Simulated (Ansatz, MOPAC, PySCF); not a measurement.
Molecule: SiCl$_{2}$, net charge 0, singlet state. SMILES: [Si](Cl)Cl
Geometry from a B3LYP-D3(BJ)/def2-TZVP (Ansatz, a quantum-chemistry and plane-wave program) optimisation:
```
Si
Cl 1 2.0938
Cl 1 2.0938 2 101.66
```

Unscaled harmonic wavenumbers (cm⁻¹) in rising order, each level at the stationary point that it reaches from this structure (no distance between atoms moves by over 0.3 Å); the order of modes can differ between levels, and a negative number is imaginary. B3LYP-D3(BJ)/def2-TZVP (PySCF, at the structure above): 193, 493, 501.

AM1 (MOPAC): 176, 423, 462. Zero-point energy 1.5 against 1.7 kcal/mol; where all levels lie over 400 cm⁻¹, the wavenumbers are on average 0.890 times those of B3LYP-D3(BJ)/def2-TZVP.

HF/3-21G (Ansatz): 175, 442, 449. Zero-point energy 1.5 against 1.7 kcal/mol; where all levels lie over 400 cm⁻¹, the wavenumbers are on average 0.896 times those of B3LYP-D3(BJ)/def2-TZVP.

HF/6-31G* (Ansatz): 218, 530, 538. Zero-point energy 1.8 against 1.7 kcal/mol; where all levels lie over 400 cm⁻¹, the wavenumbers are on average 1.074 times those of B3LYP-D3(BJ)/def2-TZVP.
